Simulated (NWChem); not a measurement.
System: C3H2F4; SMILES FC1([C@@H](F)[C@@H]1F)F

Excerpt of the output:

```
             Northwest Computational Chemistry Package (NWChem) 7.3.0
             --------------------------------------------------------

                             Geometry "geometry" -> ""
                             -------------------------

 Output coordinates in angstroms (scale by  1.889725989 to convert to a.u.)

  No.       Tag          Charge          X              Y              Z
 ---- ---------------- ---------- -------------- -------------- --------------
    1 F                    9.0000     1.77487100     0.20203800    -1.06485500
    2 C                    6.0000     0.53808100     0.53083800    -0.65586000
    3 C                    6.0000    -0.53808100    -0.53083800    -0.65586000
    4 F                    9.0000    -1.77487100    -0.20203800    -1.06485500
    5 C                    6.0000     0.00000000     0.00000000     0.63064100
    6 F                    9.0000     0.74948400    -0.80693200     1.37543700
    7 F                    9.0000    -0.74948400     0.80693200     1.37543700
    8 H                    1.0000     0.21457700     1.54437900    -0.92337600
    9 H                    1.0000    -0.21457700    -1.54437900    -0.92337600

 Effective nuclear repulsion energy (a.u.)     329.3259506250

  pbe96 is a nonlocal functional; adding pw91lda local functional.

                                 NWChem DFT Module
                                 -----------------

 Summary of "ao basis" -> "ao basis" (spherical)
 ------------------------------------------------------------------------------
       Tag                 Description            Shells   Functions and Types
 ---------------- ------------------------------  ------  ---------------------
 F                          def2-svp                 6       14   3s2p1d
 C                          def2-svp                 6       14   3s2p1d
 H                          def2-svp                 3        5   2s1p

 in cosmo_initialize ...
 calling solv_data for solv:meg

 solvent parameters
 solvname_short: meg
 solvname_long:  1,2-ethanediol
 dielec:       40.2450
 dielecinf:     2.0501
 nonaqueous SMD model solvent descriptors
 dielec:       40.2450
 sola:          0.5800
 solb:          0.7800
 solc:          0.0000
 solg:         69.0700
 solh:          0.0000
 soln:          1.4318

          ---------------
          -cosmo- solvent
          ---------------
 Cosmo: York-Karplus, doi: 10.1021/jp992097l
 dielectric constant -eps-     =  40.24
 screen = (eps-1)/(eps    )    =   0.97515
 surface charge correction     = lagrangian

   van der Waals surface
 --------------------------

 ---------- ATOMIC COORDINATES (A.U.) ------------ VDWR(ANG.) --
     1    3.35401986    0.38179646   -2.01228417     1.730
     2    1.01682565    1.00313836   -1.23939569     1.850
     3   -1.01682565   -1.00313836   -1.23939569     1.850
     4   -3.35401986   -0.38179646   -2.01228417     1.730
     5    0.00000000    0.00000000    1.19173869     1.850
     6    1.41631939   -1.52488037    2.59919904     1.730
     7   -1.41631939    1.52488037    2.59919904     1.730
     8    0.40549173    2.91845313   -1.74492762     1.200
     9   -0.40549173   -2.91845313   -1.74492762     1.200
 number of segments per atom =        128
 number of   points per atom =        128
 atom (   nspa,  nppa )
 ----------------------
    1 (     83,     0 )       0
    2 (     27,     0 )       0
    3 (     27,     0 )       0
    4 (     83,     0 )       0
    5 (     10,     0 )       0
    6 (     79,     0 )       0
    7 (     79,     0 )       0
    8 (     55,     0 )       0
    9 (     55,     0 )       0
 number of -cosmo- surface points =      498
 molecular surface =    121.298 angstrom**2
 molecular volume  =     96.416 angstrom**3
 -lineq- algorithm             =   0
 -bem- low  level              =   3
 -bem- from -octahedral-
 gaussian surface charge width =   4.50000
 degree of switching           =   1.00000
 switching function tolerance  =   0.00010
 atomic radii =
 --------------
    1  9.000  1.730
    2  6.000  1.850
    3  6.000  1.850
    4  9.000  1.730
    5  6.000  1.850
    6  9.000  1.730
    7  9.000  1.730
    8  1.000  1.200
    9  1.000  1.200
 ...... end of -cosmo- initialization ......

[...]

                                COSMO-SMD solvation results
                                ---------------------------

             internal energy in gas <Psi(g)|H|Psi(g)> =      -513.914231112432
         internal energy in solvent <Psi(s)|H|Psi(s)> =      -513.913477766092
                               delta internal energy  =         0.000753346340 (    0.47 kcal/mol)
   total free energy in solvent <Psi(s)|H+V/2|Psi(s)> =      -513.920532268630
 polarization energy contribution <Psi(s)|V/2|Psi(s)> =        -0.007054502539 (   -4.43 kcal/mol)
    total free energy in solvent including G(SMD-CDS) =      -513.916001065537
                       G(SMD-CDS) energy contribution =         0.004531203094 (    2.84 kcal/mol)
     1 M fixed-concentration free energy of solvation =        -0.001769953105 (   -1.11 kcal/mol)

                       DFT Final Molecular Orbital Analysis
                       ------------------------------------

 Vector   26  Occ=2.000000D+00  E=-3.359268D-01
              MO Center= -6.6D-08, -1.6D-08, -8.9D-01, r^2= 3.3D+00
   Bfn.  Coefficient  Atom+Function         Bfn.  Coefficient  Atom+Function
  ----- ------------  ---------------      ----- ------------  ---------------
     5      0.309506  1 F  py                47     -0.309506  4 F  py
     6     -0.257130  1 F  pz                48     -0.257130  4 F  pz
    59     -0.222171  5 C  s                  8     -0.205078  1 F  py
    50      0.205078  4 F  py                99      0.185621  8 H  s
   104      0.185621  9 H  s                  9      0.173166  1 F  pz

 Vector   27  Occ=2.000000D+00  E=-2.528342D-01
              MO Center= -2.8D-08, -5.3D-09, -6.6D-01, r^2= 2.6D+00
   Bfn.  Coefficient  Atom+Function         Bfn.  Coefficient  Atom+Function
  ----- ------------  ---------------      ----- ------------  ---------------
    59      0.349996  5 C  s                 20      0.221384  2 C  pz
    34      0.221384  3 C  pz                19      0.216117  2 C  py
    33     -0.216117  3 C  py                 6      0.206751  1 F  pz
    48      0.206751  4 F  pz                 5      0.199261  1 F  py
    47     -0.199261  4 F  py                18      0.166680  2 C  px

 Vector   28  Occ=2.000000D+00  E=-2.393577D-01
              MO Center=  1.2D-08,  5.9D-09,  9.9D-02, r^2= 2.6D+00
   Bfn.  Coefficient  Atom+Function         Bfn.  Coefficient  Atom+Function
  ----- ------------  ---------------      ----- ------------  ---------------
    60      0.292316  5 C  px                17      0.285446  2 C  s
    31     -0.285446  3 C  s                 20      0.261247  2 C  pz
    34     -0.261247  3 C  pz                61      0.256557  5 C  py
     6      0.215729  1 F  pz                48     -0.215729  4 F  pz
    74      0.192445  6 F  px                88      0.192445  7 F  px

 Vector   29  Occ=0.000000D+00  E=-2.624084D-03
              MO Center= -4.8D-09,  3.1D-09, -3.7D-01, r^2= 3.1D+00
   Bfn.  Coefficient  Atom+Function         Bfn.  Coefficient  Atom+Function
  ----- ------------  ---------------      ----- ------------  ---------------
   100      0.485471  8 H  s                105     -0.485471  9 H  s
    21      0.420708  2 C  px                35      0.420708  3 C  px
    17     -0.315871  2 C  s                 31      0.315871  3 C  s
     3     -0.291829  1 F  s                 45      0.291829  4 F  s
    61     -0.272033  5 C  py                63      0.240943  5 C  px

 Vector   30  Occ=0.000000D+00  E= 9.421271D-02
              MO Center= -2.8D-08, -2.7D-07, -7.3D-01, r^2= 5.0D+00
   Bfn.  Coefficient  Atom+Function         Bfn.  Coefficient  Atom+Function
  ----- ------------  ---------------      ----- ------------  ---------------
   100      1.300635  8 H  s                105      1.300635  9 H  s
    17     -1.162511  2 C  s                 31     -1.162511  3 C  s
    22     -0.487597  2 C  py                36      0.487597  3 C  py
    65     -0.279714  5 C  pz                59     -0.236341  5 C  s
    16     -0.205604  2 C  s                 30     -0.205604  3 C  s

 Vector   31  Occ=0.000000D+00  E= 9.799654D-02
              MO Center=  1.4D-08,  2.4D-07, -8.8D-01, r^2= 4.8D+00
   Bfn.  Coefficient  Atom+Function         Bfn.  Coefficient  Atom+Function
  ----- ------------  ---------------      ----- ------------  ---------------
    17      1.477433  2 C  s                 31     -1.477433  3 C  s
   100     -1.291875  8 H  s                105      1.291875  9 H  s
    23     -0.449554  2 C  pz                37      0.449554  3 C  pz
    21     -0.382584  2 C  px                35     -0.382584  3 C  px
    63      0.354197  5 C  px                64     -0.252320  5 C  py

     Multipole analysis of the density
     ---------------------------------

     L   x y z        total         alpha         beta         nuclear
     -   - - -        -----         -----         ----         -------
     0   0 0 0     -0.000000    -28.000000    -28.000000     56.000000

     1   1 0 0     -0.000000     -0.000000     -0.000000     -0.000000
     1   0 1 0     -0.000000     -0.000000     -0.000000      0.000000
     1   0 0 1     -0.359280      0.144212      0.144212     -0.647704

     2   2 0 0    -30.791417   -141.062427   -141.062427    251.333437
     2   1 1 0      0.591465      0.904706      0.904706     -1.217946
     2   1 0 1      0.000000      0.000000      0.000000      0.000000
     2   0 2 0    -24.766332    -49.177512    -49.177512     73.588693
     2   0 1 1      0.000000      0.000000      0.000000      0.000000
     2   0 0 2    -28.534822   -128.035626   -128.035626    227.536430
```

Level: PBE/def2-SVP, SMD on the gas-phase geometry. Structure relaxed at the PBE0/def2-SVP level. Solvent: ethylene glycol.

Q: Write an input that gives this output.

A: This is not unique; one that fits is the input that was run:
```
start job
memory heap 200 mb stack 900 mb global 1100 mb
geometry units angstroms noautosym nocenter noautoz
  F      1.774871     0.202038    -1.064855
  C      0.538081     0.530838    -0.655860
  C     -0.538081    -0.530838    -0.655860
  F     -1.774871    -0.202038    -1.064855
  C      0.000000     0.000000     0.630641
  F      0.749484    -0.806932     1.375437
  F     -0.749484     0.806932     1.375437
  H      0.214577     1.544379    -0.923376
  H     -0.214577    -1.544379    -0.923376
end
basis spherical
  F library def2-svp
  C library def2-svp
  H library def2-svp
end
dft
  xc xpbe96 cpbe96
  iterations 150
end
cosmo
  do_cosmo_smd true
  solvent meg
end
task dft energy
```
